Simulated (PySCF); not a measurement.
Species: `CC#C[P@@](=O)(O)C(C)(C)C`. The columns A, B, C and D hold Mulliken, IAO, Hirshfeld and ESP-fitted charges (e) of one PBE0/pcSseg-1 density (PySCF), in a shuffled order. Coordinates in Å (GFN2-xTB); the density's dipole moment is (0.33, 3.32, -0.17) D.

| atom | x | y | z | A | B | C | D |
| --- | --- | --- | --- | --- | --- | --- | --- |
| C1 | 3.380 | 1.806 | -1.365 | -0.174 | -0.088 | -0.548 | -0.442 |
| C2 | 2.428 | 0.889 | -0.786 | -0.313 | -0.001 | +0.271 | +0.032 |
| C3 | 1.624 | 0.147 | -0.286 | -0.250 | -0.129 | -0.465 | -0.402 |
| P4 | 0.507 | -1.058 | 0.387 | +1.251 | +0.481 | +0.934 | +1.702 |
| O5 | 0.755 | -2.434 | -0.057 | -0.587 | -0.394 | -0.640 | -0.906 |
| O6 | 0.714 | -0.918 | 1.982 | -0.506 | -0.234 | -0.655 | -0.765 |
| C7 | -1.185 | -0.378 | 0.083 | -0.803 | -0.015 | +0.428 | -0.179 |
| C8 | -2.165 | -1.340 | 0.741 | -0.155 | -0.120 | -0.575 | -0.423 |
| C9 | -1.367 | -0.361 | -1.429 | -0.161 | -0.120 | -0.508 | -0.423 |
| C10 | -1.290 | 1.019 | 0.676 | -0.152 | -0.124 | -0.520 | -0.422 |
| H11 | 2.866 | 2.690 | -1.744 | +0.156 | +0.067 | +0.188 | +0.179 |
| H12 | 4.103 | 2.112 | -0.609 | +0.160 | +0.069 | +0.193 | +0.181 |
| H13 | 3.908 | 1.322 | -2.186 | +0.161 | +0.069 | +0.192 | +0.181 |
| H14 | 1.104 | -1.740 | 2.285 | +0.250 | +0.183 | +0.457 | +0.380 |
| H15 | -3.192 | -1.061 | 0.508 | +0.119 | +0.044 | +0.162 | +0.141 |
| H16 | -1.988 | -2.352 | 0.381 | +0.135 | +0.042 | +0.145 | +0.153 |
| H17 | -2.040 | -1.330 | 1.823 | +0.119 | +0.038 | +0.134 | +0.144 |
| H18 | -1.230 | -1.365 | -1.827 | +0.134 | +0.043 | +0.136 | +0.153 |
| H19 | -2.362 | -0.009 | -1.696 | +0.121 | +0.044 | +0.141 | +0.141 |
| H20 | -0.626 | 0.291 | -1.890 | +0.124 | +0.034 | +0.116 | +0.142 |
| H21 | -0.574 | 1.688 | 0.204 | +0.124 | +0.033 | +0.125 | +0.143 |
| H22 | -1.081 | 0.992 | 1.743 | +0.130 | +0.038 | +0.151 | +0.149 |
| H23 | -2.293 | 1.418 | 0.527 | +0.117 | +0.043 | +0.137 | +0.141 |

Which column most likely holds the ESP-fitted charges?

C. Σ q r misses the density's dipole by 0.05 D (C), 0.75 D (D), 0.76 D (B), 1.13 D (A). Charges fitted to the outside potential are the only set here that is tied to the molecule's multipoles.

And the Hirshfeld charges?

B. The mean sizes are 0.107 e (B), 0.270 e (A), 0.340 e (C), 0.344 e (D), and Hirshfeld charges are commonly the smallest of these schemes.

As computed, A = Mulliken, B = Hirshfeld, C = ESP-fitted, D = IAO. Hydrogens on carbon: Mulliken +0.12 to +0.16, Hirshfeld +0.03 to +0.07, ESP-fitted +0.12 to +0.19, IAO +0.14 to +0.18 e.

The Mulliken scheme counts on each atom the diagonal of the density matrix times the overlap matrix over that atom's basis functions. The IAO scheme counts the electrons in orthogonalised intrinsic atomic orbitals, a minimal basis polarised so that it spans the occupied orbitals exactly.

The structure is a single GFN2-xTB conformer in the gas phase; no vibrational or solvent corrections.

The values belong to the conformer `[CH3:1][C:2]#[C:3][P@@:4](=[O:5])([OH:6])[C:7]([CH3:8])([CH3:9])[CH3:10]`: C3–P4–C7–C8 -176°, H–O6–P4–C3 -114°.
